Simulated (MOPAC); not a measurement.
A run for MOPAC: AM1 on AlB-, 2S+1 = 4, a spin state set in the input, which need not be the lowest, a point of a bond scan (R = 2.133 Å). Charge -1.

```
AM1 1SCF PRECISE CHARGE=-1 UHF MS=1.5 THREADS=1
AlB

B      0.00000000 1     0.00000000 1     0.00000000 1
Al     0.00000000 1     0.00000000 1     2.13294500 1
```

It printed:

```
*******************************************************************************
 **                                                                           **
 **                              MOPAC v23.2.5                                **
 **                                                                           **
 *******************************************************************************
 ** MOPAC's Digital Object Identifier: https://doi.org/10.5281/zenodo.6511958 **
 **                                                                           **
 ** Please cite the open-source release paper for use of this MOPAC version:  **
 ** J. E. Moussa and J. J. P. Stewart (2026)                                  **
 ** MOPAC: An open-source semiempirical molecular orbital program             **
 ** J. Open Source Softw., 11(119), 8025, https://doi.org/10.21105/joss.08025 **
 *******************************************************************************

                              AM1 CALCULATION RESULTS

 *******************************************************************************
 *  AM1        - The AM1 Hamiltonian to be used
 *  UHF        - UNRESTRICTED HARTREE-FOCK CALCULATION
 *
 *
 *
 *                 CHARGE ON SYSTEM = -1
 *
 *
 *
 *  MS=        - IN MECI, MAGNETIC COMPONENT OF SPIN =  1.5
 *  PRECISE    - TIGHTER CRITERIA TO BE USED
 *  1SCF       - DO 1 SCF AND THEN STOP
 *  THREADS=1  - MULTI-THREADING NOT USED
 *  T=         - A TIME OF 172800.0 SECONDS REQUESTED
 *  DUMP=N     - RESTART FILE WRITTEN EVERY 7200.0 SECONDS REQUESTED
 *******************************************************************************
AM1 1SCF PRECISE CHARGE=-1 UHF MS=1.5 THREADS=1
 AlB

   ATOM   CHEMICAL          X               Y               Z
  NUMBER   SYMBOL      (ANGSTROMS)     (ANGSTROMS)     (ANGSTROMS)

     1       B          0.00000000  *   0.00000000  *   0.00000000  *
     2      Al          0.00000000  *   0.00000000  *   2.13294500  *



          CARTESIAN COORDINATES

    NO.       ATOM           X           Y           Z

     1         B          0.0000      0.0000      0.0000
     2        Al          0.0000      0.0000      2.1329

  B: (AM1): M.J.S. DEWAR ET AL, ORGANOMETALLICS, 7, 513-521 (1988)
 Al: (AM1): M. J. S. Dewar, A. J. Holder, Organometallics, 9, 508-511 (1990).

           Empirical Formula: B Al  =     2 atoms



      MOLECULAR POINT GROUP   :   C*v


          UHF CALCULATION, NO. OF ALPHA ELECTRONS =    5
                           NO. OF BETA  ELECTRONS =    2

 -------------------------------------------------------------------------------
 AM1 1SCF PRECISE CHARGE=-1 UHF MS=1.5 THREADS=1
 AlB



     1SCF WAS SPECIFIED, SO BFGS WAS NOT USED
     SCF FIELD WAS ACHIEVED


                              AM1 CALCULATION
                                                       MOPAC v23.2.5 Linux




          FINAL HEAT OF FORMATION =        121.73773 KCAL/MOL =     509.35064 KJ/MOL


          COSMO AREA              =         92.93 SQUARE ANGSTROMS
          COSMO VOLUME            =         79.77 CUBIC ANGSTROMS

          IONIZATION POTENTIAL    =          1.798895 EV
          ALPHA SOMO LUMO (EV)    =         -1.799  6.611
          BETA  SOMO LUMO (EV)    =         -3.266  4.707
          NO. OF ALPHA ELECTRONS  =          5
          NO. OF BETA  ELECTRONS  =          2
          MOLECULAR WEIGHT        =         37.7915         POINT GROUP:  C*v

          MOLECULAR DIMENSIONS (Angstroms)

            Atom       Atom       Distance
           Al     2    B     1     2.13294
           Al     2    B     1     0.00000
            B     1   Al     2     0.00000


          SCF CALCULATIONS        =          1





   ATOM   CHEMICAL          X               Y               Z
  NUMBER   SYMBOL      (ANGSTROMS)     (ANGSTROMS)     (ANGSTROMS)

     1       B          0.00000000  *   0.00000000  *   0.00000000  *
     2      Al          0.00000000  *   0.00000000  *   2.13294500  *

                             CARTESIAN COORDINATES

   1    B        0.000000000     0.000000000     0.000000000
   2   Al        0.000000000     0.000000000     2.132945000


           Empirical Formula: B Al  =     2 atoms



      MOLECULAR POINT GROUP   :   C*v


          ALPHA EIGENVALUES
 -12.61974  -5.23437  -2.23441  -1.79889  -1.79889   6.61130   6.61130   8.10641


           BETA EIGENVALUES
 -12.13088  -3.26620   4.70692   4.70692   4.74632   6.96319   6.96319   8.36529


              NET ATOMIC CHARGES AND DIPOLE CONTRIBUTIONS

  ATOM NO.   TYPE          CHARGE      No. of ELECS.   s-Pop       p-Pop
    1          B           0.485792        2.5142     1.93115     0.58306
    2         Al          -1.485792        4.4858     1.57681     2.90898
 DIPOLE           X         Y         Z       TOTAL
 POINT-CHG.     0.000     0.000    -7.907     7.907
 HYBRID        -0.000    -0.000     3.020     3.020
 SUM           -0.000    -0.000    -4.888     4.888


          ATOMIC ORBITAL ELECTRON POPULATIONS

     Atom    s        px        py        pz
    1  B   1.93115   0.05145   0.05145   0.48015
    2 Al   1.57681   0.94855   0.94855   1.01189


                    (SZ)    =    1.500000
                    (S**2)  =    3.750347


          ATOMIC ORBITAL SPIN POPULATIONS

    Atom   Total    s     px     py     pz
         Atomic
    1  B  0.1641 -0.002  0.051  0.051  0.063
    2 Al  2.8359  0.313  0.949  0.949  0.626

 **********************
 *                    *
 * JOB ENDED NORMALLY *
 *                    *
 **********************




 == MOPAC DONE ==
```

The run finished.

Cost: around 0.05 core-seconds (rough).
